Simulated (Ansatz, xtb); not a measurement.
**HNSSe: which of two isomers lies lower**

Structure a is `S=[NH+][Se-]`, a singlet and structure b is `N=[Se]=S`, a singlet. Both are isolated molecules in the gas phase, relaxed with B3LYP-D3(BJ)/6-311G**, each in the lowest conformer that the search found.

a (Å):

```xyz
4

N     0.4290   -0.6226   -0.4311
S     0.2420   -0.1582   -1.9844
Se   -0.7306   -0.7956    0.9349
H     1.3830   -0.8649   -0.1690
```

b (Å):

```xyz
4

N     0.9316    0.3676   -1.3812
S    -0.8809    1.0970    1.1845
Se    0.1489    1.6339   -0.5442
H     0.7866   -0.5298   -0.9039
```

Quicker runs give these differences E(b) − E(a): GFN2-xTB −35.5 kJ/mol; HF/STO-3G +210.0 kJ/mol (at GFN2-xTB geometries); r2SCAN-D4/def2-SVP −7.7 kJ/mol (at GFN2-xTB geometries).

Question: Which of the two would you expect CCSD(T)/def2-TZVPP electronic energies to favour?

Answer: Structure b; the calculation gives E(b) − E(a) = −28.4 kJ/mol.

How the difference moves with the method:

| level | geometry | E(b) − E(a) (kJ/mol) | departure from the last row (kJ/mol) | job, with rough time for the two |
| --- | --- | --- | --- | --- |
| GFN2-xTB | GFN2-xTB | −35.5 | −7.2 | optimisation, 0.096 s |
| HF/STO-3G | GFN2-xTB | +210.0 | +238.4 | single point, 0.3 s |
| r2SCAN-D4/def2-SVP | GFN2-xTB | −7.7 | +20.7 | single point, 1.7 s |
| B3LYP-D3(BJ)/6-311G** | B3LYP-D3(BJ)/6-311G** | −3.4 | +25.0 | optimisation, 19 s |
| HF/def2-TZVPP | B3LYP-D3(BJ)/6-311G** | −20.5 | +7.8 | part of the CCSD(T) run |
| MP2/def2-TZVPP | B3LYP-D3(BJ)/6-311G** | −34.6 | −6.3 | part of the CCSD(T) run |
| CCSD(T)/def2-TZVPP | B3LYP-D3(BJ)/6-311G** | −28.4 |  | single point, 51 s |

As drawn, b has 1 N=Se, 1 S=Se in place of 1 N=S, 1 N–Se.

HF/STO-3G puts the two in the other order. The largest departure from CCSD(T)/def2-TZVPP is that of HF/STO-3G, 238.4 kJ/mol.

With harmonic frequencies from B3LYP-D3(BJ)/6-311G** (ideal gas, rigid rotor, one conformer each, 298.15 K, 1 atm): on the last row, ΔE + ΔZPE = −32.4, ΔH = −31.9, ΔG = −32.8 kJ/mol.

The T1 diagnostic of structure b is large, so the coupled-cluster value is less sure. The correlated steps freeze 15 core orbitals; the filled d shell of Se is correlated, in a basis made for valence electrons. Programs: Ansatz 0.2.0, xtb 6.7.1; the last row on 1 thread of Intel(R) Xeon(R) 6975P-C (Granite Rapids) on a shared host.
